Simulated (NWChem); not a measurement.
System: GeSiH3F3; SMILES F[Si](F)(F)[GeH3]

Parts of the log:

```
             Northwest Computational Chemistry Package (NWChem) 7.3.0
             --------------------------------------------------------

 C3  symmetry detected

                             Geometry "geometry" -> ""
                             -------------------------

 Output coordinates in angstroms (scale by  1.889725989 to convert to a.u.)

  No.       Tag          Charge          X              Y              Z
 ---- ---------------- ---------- -------------- -------------- --------------
    1 F                    9.0000    -0.33747894     1.45261769     1.49199703
    2 Si                  14.0000     0.00000000     0.00000000     0.89192784
    3 F                    9.0000     1.42674329    -0.43404351     1.49199703
    4 F                    9.0000    -1.08926435    -1.01857418     1.49199703
    5 Ge                  32.0000     0.00000000    -0.00000000    -1.46491086
    6 H                    1.0000     1.06025438     0.99074291    -1.96458735
    7 H                    1.0000    -1.38813572     0.42283577    -1.96458735
    8 H                    1.0000     0.32788134    -1.41357869    -1.96458735

 Effective nuclear repulsion energy (a.u.)     464.2885796858

      Symmetry information
      --------------------

 Group name             C3
 Group number              5
 Group order               3
 No. of unique centers     4

                                 NWChem DFT Module
                                 -----------------

 Summary of "ao basis" -> "ao basis" (spherical)
 ------------------------------------------------------------------------------
       Tag                 Description            Shells   Functions and Types
 ---------------- ------------------------------  ------  ---------------------
 F                           3-21g                   5        9   3s2p
 Si                          3-21g                   7       13   4s3p
 Ge                          3-21g                  10       22   5s4p1d
 H                           3-21g                   2        2   2s

      Symmetry analysis of basis
      --------------------------

        a          28
        e+         20
        e-         20

  Rotation of axis

            General Information
            -------------------
          SCF calculation type: DFT
          Wavefunction type:  closed shell.
          No. of atoms     :     8
          No. of electrons :    76
           Alpha electrons :    38
            Beta electrons :    38
          Charge           :     0
          Spin multiplicity:     1
          Use of symmetry is: on ; symmetry adaption is: on
          Maximum number of iterations: 150
          AO basis - number of functions:    68
                     number of shells:    38
          Convergence on energy requested:  1.00D-06
          Convergence on density requested:  1.00D-05
          Convergence on gradient requested:  5.00D-04

              XC Information
              --------------
                         B3LYP Method XC Potential
                     Hartree-Fock (Exact) Exchange  0.200
                        Slater Exchange Functional  0.800 local
                    Becke 1988 Exchange Functional  0.720 non-local
              Lee-Yang-Parr Correlation Functional  0.810
                  VWN I RPA Correlation Functional  0.190 local

             Grid Information
             ----------------
          Grid used for XC integration:  medium
          Radial quadrature: Mura-Knowles
          Angular quadrature: Lebedev.
          Tag              B.-S. Rad. Rad. Pts. Rad. Cut. Ang. Pts.
          ---              ---------- --------- --------- ---------
          F                   0.50       49          11.0       434
          Si                  1.10       88           9.0       590
          Ge                  1.25      112           9.0       590
          H                   0.35       45          10.0       434
          Grid pruning is: on
          Number of quadrature shells:   294
          Spatial weights used:  Erf1

      Superposition of Atomic Density Guess
      -------------------------------------

 Sum of atomic energies:       -2650.67451764

      Non-variational initial energy
      ------------------------------

 Total energy =   -2651.522636
 1-e energy   =   -4627.580365
 2-e energy   =    1511.769149
 HOMO         =      -0.353304
 LUMO         =       0.088968

      Symmetry analysis of molecular orbitals - initial
      -------------------------------------------------

  Numbering of irreducible representations:

     1 a           2 e+          3 e-

  Orbital symmetries:

     1 a           2 a           3 a           4 a           5 e+
     6 e+          7 a           8 e+          9 e+         10 a
    11 a          12 e+         13 e+         14 a          15 e+
    16 e+         17 a          18 a          19 e+         20 e+
    21 e+         22 e+         23 a          24 e+         25 e+
    26 a          27 a          28 e+         29 e+         30 a
    31 e+         32 e+         33 e+         34 e+         35 a
    36 e+         37 e+         38 a          39 e+         40 e+
    41 a          42 a          43 a          44 e+         45 e+
    46 a          47 e+         48 e+

     ---------------------------------------------
      Total Density - Mulliken Population Analysis
     ---------------------------------------------

    Atom       Charge   Shell Charges
 -----------   ------   -------------------------------------------------------
    1 F    9     9.63   1.98  0.45  2.61  1.51  3.07
    2 Si  14    12.09   2.00  1.97  5.85  0.64  0.90  0.36  0.37
    3 F    9     9.63   1.98  0.45  2.61  1.51  3.07
    4 F    9     9.63   1.98  0.45  2.61  1.51  3.07
    5 Ge  32    31.78   2.00  2.00  5.99  2.00  5.95  0.75  1.49  0.68  0.95  9.98
    6 H    1     1.08   0.39  0.69
    7 H    1     1.08   0.39  0.69
    8 H    1     1.08   0.39  0.69

   convergence    iter        energy       DeltaE   RMS-Dens  Diis-err
 ---------------- ----- ----------------- --------- --------- ---------
 d= 0,ls=0.0,diis     1  -2654.6660172847 -3.12D+03  2.96D-02  1.09D+00
 d= 0,ls=0.0,diis     2  -2654.6492575716  1.68D-02  1.37D-02  1.85D+00
 d= 0,ls=0.0,diis     3  -2654.8044290760 -1.55D-01  1.48D-03  1.32D-02
 d= 0,ls=0.0,diis     4  -2654.8052105697 -7.81D-04  5.22D-04  7.72D-04
 d= 0,ls=0.0,diis     5  -2654.8053537506 -1.43D-04  7.56D-05  1.28D-05
  Resetting Diis
 d= 0,ls=0.0,diis     6  -2654.8053560343 -2.28D-06  8.31D-06  2.28D-07
 d= 0,ls=0.0,diis     7  -2654.8053560726 -3.83D-08  4.48D-06  1.43D-08

         Total DFT energy =    -2654.805356072594
      One electron energy =    -4627.801410066246
           Coulomb energy =     1641.313558444830
    Exchange-Corr. energy =     -132.606084137006
 Nuclear repulsion energy =      464.288579685828

 Numeric. integr. density =       76.000014356715

                  Occupations of the irreducible representations
                  ----------------------------------------------

                     irrep           alpha         beta
                     --------     --------     --------
                     a                16.0         16.0
                     e+               22.0         22.0
                     e-                0.0          0.0

                       DFT Final Molecular Orbital Analysis
                       ------------------------------------

 Vector   36  Occ=2.000000D+00  E=-3.725059D-01  Symmetry=e+
              MO Center=  5.6D-02, -4.1D-01, -1.6D+00, r^2= 2.8D+00
   Bfn.  Coefficient  Atom+Function         Bfn.  Coefficient  Atom+Function
  ----- ------------  ---------------      ----- ------------  ---------------
    52      0.351898  5 Ge py                68     -0.340232  8 H  s
    67     -0.243353  8 H  s                 48     -0.189872  5 Ge py
    66      0.183623  7 H  s                 64      0.156609  6 H  s
    65      0.131340  7 H  s                 56      0.129672  5 Ge py
    63      0.112013  6 H  s                  9      0.101293  1 F  pz

 Vector   37  Occ=2.000000D+00  E=-3.725059D-01  Symmetry=e+
              MO Center= -5.6D-02,  4.1D-01, -1.6D+00, r^2= 2.8D+00
   Bfn.  Coefficient  Atom+Function         Bfn.  Coefficient  Atom+Function
  ----- ------------  ---------------      ----- ------------  ---------------
    51      0.351898  5 Ge px                64      0.302448  6 H  s
    66     -0.286851  7 H  s                 63      0.216329  6 H  s
    65     -0.205171  7 H  s                 47     -0.189872  5 Ge px
    55      0.129672  5 Ge px                52      0.098809  5 Ge py
    40     -0.090024  4 F  pz                31      0.085421  3 F  pz

 Vector   38  Occ=2.000000D+00  E=-3.294857D-01  Symmetry=a
              MO Center=  3.4D-17,  1.3D-15, -1.2D-01, r^2= 3.9D+00
   Bfn.  Coefficient  Atom+Function         Bfn.  Coefficient  Atom+Function
  ----- ------------  ---------------      ----- ------------  ---------------
    53      0.396010  5 Ge pz                18     -0.281354  2 Si pz
    54      0.258213  5 Ge s                 57      0.227376  5 Ge pz
     9      0.206417  1 F  pz                31      0.206417  3 F  pz
    40      0.206417  4 F  pz                49     -0.188686  5 Ge pz
     5      0.186101  1 F  pz                27      0.186101  3 F  pz

 Vector   39  Occ=0.000000D+00  E= 7.557731D-03  Symmetry=e+
              MO Center= -1.8D-02, -1.4D-02, -6.0D-01, r^2= 4.6D+00
   Bfn.  Coefficient  Atom+Function         Bfn.  Coefficient  Atom+Function
  ----- ------------  ---------------      ----- ------------  ---------------
    64      0.862953  6 H  s                 56     -0.663194  5 Ge py
    55     -0.645042  5 Ge px                68     -0.467190  8 H  s
    66     -0.395763  7 H  s                 37     -0.261985  4 F  s
    21     -0.255040  2 Si py                20     -0.248078  2 Si px
    17     -0.183059  2 Si py                16     -0.178057  2 Si px

 Vector   40  Occ=0.000000D+00  E= 7.557731D-03  Symmetry=e+
              MO Center=  1.8D-02,  1.4D-02, -6.0D-01, r^2= 4.6D+00
   Bfn.  Coefficient  Atom+Function         Bfn.  Coefficient  Atom+Function
  ----- ------------  ---------------      ----- ------------  ---------------
    66      0.767958  7 H  s                 68     -0.726720  8 H  s
    55      0.663194  5 Ge px                56     -0.645042  5 Ge py
    20      0.255040  2 Si px                21     -0.248078  2 Si py
    28     -0.233095  3 F  s                  6      0.220675  1 F  s
    16      0.183059  2 Si px                17     -0.178057  2 Si py

 Vector   41  Occ=0.000000D+00  E= 1.313879D-02  Symmetry=a
              MO Center= -5.3D-15, -7.3D-15, -6.6D-01, r^2= 4.8D+00
   Bfn.  Coefficient  Atom+Function         Bfn.  Coefficient  Atom+Function
  ----- ------------  ---------------      ----- ------------  ---------------
    19      1.492150  2 Si s                 57     -1.076339  5 Ge pz
    54     -0.625507  5 Ge s                 22     -0.407683  2 Si pz
    50     -0.360706  5 Ge s                 11     -0.275843  2 Si s
     6     -0.233586  1 F  s                 28     -0.233586  3 F  s
    37     -0.233586  4 F  s                 18     -0.224220  2 Si pz

     ---------------------------------------------
      Total Density - Mulliken Population Analysis
     ---------------------------------------------

    Atom       Charge   Shell Charges
 -----------   ------   -------------------------------------------------------
    1 F    9     9.38   1.98  0.44  2.50  1.53  2.92
    2 Si  14    12.78   2.00  1.96  5.85  0.81  1.42  0.21  0.54
    3 F    9     9.38   1.98  0.44  2.50  1.53  2.92
    4 F    9     9.38   1.98  0.44  2.50  1.53  2.92
    5 Ge  32    31.91   2.00  2.00  5.99  2.00  5.94  0.86  1.82  0.60  0.75  9.96
    6 H    1     1.05   0.42  0.64
    7 H    1     1.05   0.42  0.64
    8 H    1     1.05   0.42  0.64

     -------------------------------------------
      Total Density - Lowdin Population Analysis
     -------------------------------------------

    Atom       Charge   Shell Charges
 -----------   ------   -------------------------------------------------------
    1 F    9     9.28   1.98  0.61  2.49  1.23  2.97
    2 Si  14    13.12   2.00  1.94  5.78  0.64  1.43  0.43  0.89
    3 F    9     9.28   1.98  0.61  2.49  1.23  2.97
    4 F    9     9.28   1.98  0.61  2.49  1.23  2.97
    5 Ge  32    31.93   2.00  1.99  5.99  1.98  5.84  0.70  1.71  0.51  1.24  9.96
    6 H    1     1.03   0.43  0.60
    7 H    1     1.03   0.43  0.60
    8 H    1     1.03   0.43  0.60

     Multipole analysis of the density
     ---------------------------------

     L   x y z        total         alpha         beta         nuclear
     -   - - -        -----         -----         ----         -------
     0   0 0 0     -0.000000    -38.000000    -38.000000     76.000000

     1   1 0 0      0.000000      0.000000      0.000000     -0.000000
     1   0 1 0     -0.000000     -0.000000     -0.000000      0.000000
     1   0 0 1     -0.965166     -0.482583     -0.482583      0.000000

     2   2 0 0    -36.499287    -77.497946    -77.497946    118.496605
     2   1 1 0     -0.000000     -0.000000     -0.000000      0.000000
     2   1 0 1      0.000000      0.000000      0.000000      0.000000
     2   0 2 0    -36.499287    -77.497946    -77.497946    118.496605
     2   0 1 1      0.000000      0.000000      0.000000      0.000000
     2   0 0 2    -36.886733   -288.934769   -288.934769    540.982804

            General Information
            -------------------
          SCF calculation type: DFT
          Wavefunction type:  closed shell.
          No. of atoms     :     8
          No. of electrons :    76
           Alpha electrons :    38
            Beta electrons :    38
          Charge           :     0
          Spin multiplicity:     1
          Use of symmetry is: on ; symmetry adaption is: on
          Maximum number of iterations: 150
          AO basis - number of functions:    68
                     number of shells:    38
          Convergence on energy requested:  1.00D-06
          Convergence on density requested:  1.00D-05
          Convergence on gradient requested:  5.00D-04

              XC Information
              --------------
                         B3LYP Method XC Potential
                     Hartree-Fock (Exact) Exchange  0.200
                        Slater Exchange Functional  0.800 local
                    Becke 1988 Exchange Functional  0.720 non-local
              Lee-Yang-Parr Correlation Functional  0.810
                  VWN I RPA Correlation Functional  0.190 local

[...]

                         DFT ENERGY GRADIENTS

    atom               coordinates                        gradient
                 x          y          z           x          y          z
   1 F      -0.637743   2.745049   2.819466    0.003964  -0.017050  -0.010196
   2 Si      0.000000   0.000000   1.685499    0.000000   0.000000   0.032504
   3 F       2.696154  -0.820223   2.819466   -0.016748   0.005092  -0.010196
   4 F      -2.058411  -1.924826   2.819466    0.012784   0.011958  -0.010196
   5 Ge      0.000000  -0.000000  -2.768280    0.000000   0.000000   0.000605
   6 H       2.003590   1.872233  -3.712532   -0.000000  -0.000006  -0.000841
   7 H      -2.623196   0.799044  -3.712532    0.000005   0.000003  -0.000841
   8 H       0.619606  -2.671276  -3.712532   -0.000005   0.000003  -0.000841
```

Level: B3LYP/3-21G. The geometry was optimised at PBE0/def2-SVP.

### Question
Which NWChem input produces such a log?

### Answer
Several could match; the one computed here: the input that was run:
```
start job
memory heap 200 mb stack 900 mb global 1100 mb
geometry units angstroms noautoz
  F      1.484961     1.476049     0.138440
  Si    -0.000117     0.876473     0.000169
  F     -0.862426     1.477822     1.216281
  F     -0.622224     1.475755    -1.355512
  Ge    -0.000744    -1.480365     0.001882
  H      0.604222    -1.979173     1.321190
  H      0.838907    -1.981030    -1.181221
  H     -1.445593    -1.979921    -0.133169
end
basis spherical
  F library 3-21g
  Si library 3-21g
  Ge library 3-21g
  H library 3-21g
end
dft
  xc b3lyp
  iterations 150
  mulliken
end
task dft gradient
```
